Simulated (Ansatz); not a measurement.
Cartesian coordinates in Å:
```
Si 1.5498 2.3019 0.8566
Si 1.2710 0.0490 0.2983
Si -0.9788 -0.5297 0.3590
C -1.3783 -2.1710 -0.5835
Al -2.0464 -0.7194 -1.6993
H 2.9859 2.6930 0.8375
H 0.8121 3.1561 -0.1126
H 1.0108 2.5601 2.2196
H 2.1149 -0.7997 1.1907
H 1.7527 -0.1609 -1.0999
H -1.5717 -0.3703 1.7172
H -0.5632 -2.8619 -0.7957
H -2.1999 -2.7213 -0.1091
H -2.7589 -0.4259 -3.0787
```

The species carries charge 0 and has multiplicity 1.

(1) List the PBE/def2-TZVPP orbital energies in eV (Ansatz 0.2.0). (An estimate is asked.)

## Answers

(1) Ansatz gave: Occupied: -1779.43, -1779.43, -1779.31, -1506.96, -268.47, -137.21, -137.21, -137.06, -107.22, -93.94, -93.93, -93.93, -93.93, -93.93, -93.92, -93.80, -93.79, -93.78, -69.35, -69.12, -69.06, -16.74, -13.96, -12.59, -11.59, -10.05, -9.96, -8.86, -8.69, -8.47, -8.11, -7.46, -6.97, -6.22, -5.11. Lowest empty: -2.72, -1.67, -0.90, -0.48, -0.37, -0.14, -0.04, 0.26.
